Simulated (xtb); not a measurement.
Lu(CH2SiMe3)3(THF)2 (C20H49LuO2Si3), SMILES C[Si](C)(C)[CH2][Lu]([CH2][Si](C)(C)C)([CH2][Si](C)(C)C)(<-[O]1CCCC1)<-[O]1CCCC1. All values are semi-empirical tight-binding results from xtb (GFN2-xTB unless named), good for trends rather than for accurate numbers. The structure is a stationary point at GFN2-xTB. Other conformers were not sampled.

Optimised geometry:

```xyz
75

Lu    -0.0136     0.4906     0.0883
C     -2.2628     1.5473    -0.0058
Si    -3.5965     0.3962     0.6323
C     -5.2916     1.1459     1.1391
C     -4.0336    -0.9615    -0.6594
C     -2.9404    -0.5100     2.1983
H     -2.2357     2.4257     0.6605
H     -2.5761     1.9451    -0.9818
H     -5.1642     1.9068     1.9031
H     -5.9708     0.3960     1.5348
H     -5.7816     1.6170     0.2922
H     -4.6119    -0.5425    -1.4763
H     -3.1388    -1.4066    -1.0833
H     -4.6254    -1.7575    -0.2175
H     -1.8797    -0.7536     2.1005
H     -3.0470     0.1222     3.0740
H     -3.4837    -1.4293     2.3982
C      1.9183     0.5950    -1.4639
Si     2.1893     2.4082    -1.8535
C      3.6478     2.9315    -2.9909
C      0.5963     3.1317    -2.6551
C      2.3891     3.3532    -0.1962
H      2.8473     0.1881    -1.0385
H      1.7641     0.0365    -2.3975
H      4.5995     2.6478    -2.5522
H      3.6706     4.0047    -3.1561
H      3.5834     2.4527    -3.9638
H      0.4249     2.7440    -3.6545
H     -0.2766     2.8978    -2.0419
H      0.6565     4.2122    -2.7381
H      1.4312     3.4233     0.3209
H      3.0851     2.8451     0.4642
H      2.7577     4.3634    -0.3451
C      0.6031     1.0580     2.4313
Si     1.8655     0.0360     3.3597
C      2.5822     0.7325     5.0006
C      1.1193    -1.6719     3.8429
C      3.3993    -0.2481     2.2317
H      0.9779     2.0939     2.4115
H     -0.3135     1.1048     3.0390
H      3.0697     1.6883     4.8327
H      3.3156     0.0655     5.4457
H      1.7985     0.8940     5.7350
H      0.6289    -1.6092     4.8087
H      0.3713    -1.9930     3.1251
H      1.8755    -2.4487     3.9143
H      3.1167    -0.2533     1.1794
H      4.1163     0.5553     2.3665
H      3.9177    -1.1776     2.4516
C     -0.6855    -0.2339    -4.4538
C     -0.1704    -1.6646    -4.2369
C     -0.5716    -1.9761    -2.7830
O     -0.9330    -0.7406    -2.1782
C     -1.5583     0.0042    -3.2203
H     -1.2474    -0.1245    -5.3781
H      0.1434     0.4723    -4.4580
H      0.9087    -1.7170    -4.3665
H     -0.6316    -2.3711    -4.9248
H      0.2417    -2.4090    -2.2025
H     -1.4350    -2.6580    -2.7652
H     -1.6022     1.0467    -2.9101
H     -2.5755    -0.3778    -3.3831
C     -0.3452    -4.4410     0.2391
C      1.0927    -4.2979     0.7326
C      1.3901    -2.8216     0.4624
O      0.1221    -2.1342     0.4122
C     -0.9222    -3.0892     0.6404
H     -0.8743    -5.2695     0.7027
H     -0.3706    -4.5642    -0.8443
H      1.7881    -4.9564     0.2179
H      1.1414    -4.5023     1.8020
H      1.8863    -2.6812    -0.5055
H      2.0037    -2.3715     1.2450
H     -1.7930    -2.7826     0.0594
H     -1.1888    -3.0947     1.7053
```
Charge 0, spin multiplicity 1.

For metal compounds this method's bond lengths and energies can be far off.

Question: Estimate the properties. (An estimate is asked for; the answer gives what the named calculation found.)

Answer: 
The orbital gap is 2.16 eV. The zero-point energy comes out as 400.0 kcal/mol and the G − E(el) at 298.15 K (modified RRHO) comes out as 350.6 kcal/mol.

Computed atomic charges and the Wiberg bond orders between heavy atoms:
charges (e) Lu1 0.61, C2 -0.33, Si3 0.47, C4 -0.21, C5 -0.21, C6 -0.21, H7 0.02, H8 0.00, H9 0.02, H10 0.02, H11 0.02, H12 0.01, H13 0.00, H14 0.01, H15 0.03, H16 0.02, H17 0.01, C18 -0.33, Si19 0.46, C20 -0.21, C21 -0.21, C22 -0.21, H23 0.01, H24 0.01, H25 0.02, H26 0.03, H27 0.02, H28 0.01, H29 0.02, H30 0.02, H31 0.02, H32 0.02, H33 0.02, C34 -0.33, Si35 0.46, C36 -0.20, C37 -0.21, C38 -0.21, H39 0.02, H40 0.02, H41 0.01, H42 0.02, H43 0.01, H44 0.01, H45 0.01, H46 0.00, H47 0.02, H48 0.02, H49 0.01, C50 -0.07, C51 -0.07, C52 0.07, O53 -0.25, C54 0.06, H55 0.05, H56 0.06, H57 0.05, H58 0.04, H59 0.06, H60 0.03, H61 0.08, H62 0.05, C63 -0.07, C64 -0.07, C65 0.06, O66 -0.27, C67 0.07, H68 0.05, H69 0.05, H70 0.05, H71 0.06, H72 0.05, H73 0.08, H74 0.06, H75 0.05. Bond orders Lu1–C2 0.56, C2–Si3 1.05, Si3–C4 0.87, Si3–C5 0.84, Si3–C6 0.83, Lu1–C18 0.54, C18–Si19 1.05, Si19–C20 0.87, Si19–C21 0.83, Si19–C22 0.83, Lu1–C34 0.58, C34–Si35 1.05, Si35–C36 0.87, Si35–C37 0.84, Si35–C38 0.84, C50–C51 1.00, C51–C52 0.99, C52–O53 0.97, C50–C54 1.00, O53–C54 0.96, C63–C64 1.00, C64–C65 1.00, C65–O66 0.94, C63–C67 1.01, O66–C67 0.95.
